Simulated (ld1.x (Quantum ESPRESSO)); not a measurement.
**samarium, RRKJ: configuration errors across variants**

```
Element                 : samarium (Sm)
Generator               : ld1.x (Quantum ESPRESSO) 7.5
Type                    : norm-conserving RRKJ (Kleinman–Bylander form)
Functional              : revPBE
Relativity              : fully relativistic
Frozen core             : [Kr] 4d10
Valence charge          : 16
Reference configuration : 4f5 5s2 5p6 5d0 6s0 6p0 (charge +3)
Partial waves           : 5p (bound): rc 2.50 bohr; 5d (bound, empty): rc 2.20 bohr; 4f (bound): rc 1.15 bohr; 5s (bound): rc 2.30 bohr
Local potential         : the s channel
Core correction         : none
```

Open shells are filled in proportion to 2j + 1 (rel_dist='average').

All-electron excitation energies from the reference (eV): (1) 4f6 5s2 5p6 5d0 6s2 6p0 -40.548; (2) 4f6 5s2 5p6 5d0 6s1 6p0 -34.680; (3) 4f6 5s2 5p6 5d0 6s0 6p0 -23.710; (4) 4f6 5s2 5p6 5d1 6s1 6p0 -38.552; (5) 4f5 5s2 5p6 5d0 6s2 6p0 -31.461; (6) 4f4 5s2 5p6 5d0 6s0 6p0 41.831; (7) 4f6 5s2 5p6 5d0 6s0 6p1 -31.627.

Tests that are not counted but printed errors over 1 eV. “all radii scaled by about 1.08 (s 2.50, p 2.72, d 2.38, f 1.24 bohr)”: 4f6 5s2 5p6 5d1 6s1 6p0 (pseudo-atom not self-consistent, printed error -2092 eV). “wave 5p (bound): rc 2.50 bohr becomes 5p (bound): rc 3.60 bohr”: 4f6 5s2 5p6 5d0 6s2 6p0 (pseudo-atom not self-consistent, printed error -2069 eV); 4f6 5s2 5p6 5d1 6s1 6p0 (pseudo-atom not self-consistent, printed error -2047 eV).

1 further variants failed, have other tests or another functional or relativity, and are left out.

Errors AE − PS in meV (a dash: test not solved or not reliable):

| change | (1) | (2) | (3) | (4) | (5) | (6) | (7) | bound ghosts |
| --- | --- | --- | --- | --- | --- | --- | --- | --- |
| base | +1632 | +1232 | +218 | +924 | +3310 | +387 | +378 | not determined |
| all radii scaled by about 1.08 (s 2.50, p 2.72, d 2.38, f 1.24 bohr) | +2690 | +1979 | +288 | – | +5209 | +471 | +475 | none |
| wave 5p (bound): rc 2.50 bohr becomes 5p (bound): rc 3.60 bohr | – | +1058 | +107 | – | +3199 | +255 | +21 | not determined |
| wave 5s (bound): rc 2.30 bohr becomes 5s (bound): rc 2.24 bohr | +1425 | +1084 | +211 | +820 | +2892 | +384 | +365 | not determined |
| core correction a·sin(br)/r model core inside 0.82 bohr | +1587 | +1186 | +173 | +889 | +3294 | +299 | +336 | not determined |

(1) Give the same row for: wave 4f (bound): rc 1.15 bohr becomes 4f (bound): rc 1.34 bohr.

Results:

(1) +1720, +1326, +318, +998, +3319, +563, +472; bound ghosts: not determined.
